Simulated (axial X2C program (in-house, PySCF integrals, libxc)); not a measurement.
## Levels of CdC⁺ by electron attachment to CdC²⁺ (EOM-EA-CCSD)

Calculated with an in-house all-electron X2C program for linear molecules (integrals from PySCF): two-component X2C with atomic mean-field Coulomb and Gaunt terms, Gaussian nuclei, basis Cd dyall-acv3z, C dyall-av3z with contracted cores.

R = 2.271 Å (near the PBE0 minimum at charge 1 of the determinant lowest at the starting distance; the state shown can have its own minimum elsewhere).

Hartree–Fock spinors of CdC²⁺ (one of each Kramers pair; a window near the gap, which can cut inner shells):

```json
{"ω": "1/2", "occupied": "yes", "ε (eV)": "-24.10", "character": "78% C p, 10% Cd s, 6% C s"}
{"ω": "1/2", "occupied": "no", "ε (eV)": "-12.82", "character": "55% Cd s, 17% Cd p, 17% C p"}
{"ω": "1/2", "occupied": "no", "ε (eV)": "-12.39", "character": "78% C p, 14% Cd p, 4% Cd d"}
{"ω": "3/2", "occupied": "no", "ε (eV)": "-12.37", "character": "82% C p, 13% Cd p, 4% Cd d"}
{"ω": "1/2", "occupied": "no", "ε (eV)": "-8.74", "character": "68% Cd p, 16% C p, 9% C d"}
{"ω": "3/2", "occupied": "no", "ε (eV)": "-8.62", "character": "69% Cd p, 15% C p, 9% C d"}
{"ω": "1/2", "occupied": "no", "ε (eV)": "-7.18", "character": "55% Cd p, 18% Cd d, 16% C s"}
```

Levels of CdC⁺ obtained by attaching an electron to CdC²⁺:

```csv
Ω,binding energy (eV),above lowest (cm⁻¹),attached spinor,one-particle weight
1/2,15.008,0,90% C pπ,0.79
3/2,14.987,174,90% C pπ,0.79
1/2,13.828,9518,"57% Cd sσ, 17% Cd pσ, 15% C pσ",0.96
```

(1) What is the splitting of the first π pair in the table, and is it regular or inverted?

This point took 46 s on 1 thread of Arm Neoverse N1 (shared host).

Reference electrons by ω block (each with its −ω partner): 1/2: 17, 3/2: 7, 5/2: 2. 14 electrons of CdC²⁺ correlated (inner shells frozen), 92 natural virtual spinors (a truncated set); levels can be off by some tenths of an eV. Roots sought by Ω: (1/2: 5, 3/2: 4, 5/2: 2, 7/2: 1); rows need 60 % one-particle weight and stop where some Ω has no more roots. Missing are any skipped roots, higher Ω and states of a further excitation; these come out far too high here and may in truth be low or lowest. T1 of the reference 0.025 (Lee–Taylor). The reference was not checked to be the lowest state of its species. Number of frozen shells: Cd 4 s, 3 p, 1 d; C 1 s. Large amplitudes in the reference (orbital relaxation or multireference character) lower the reliability.

Results:

(1) E(3/2) − E(1/2) = 174 − 0 = 174 cm⁻¹ at EOM-EA-CCSD: regular, Ω = 1/2 lower. Splittings at this level can be off by ten to twenty per cent.
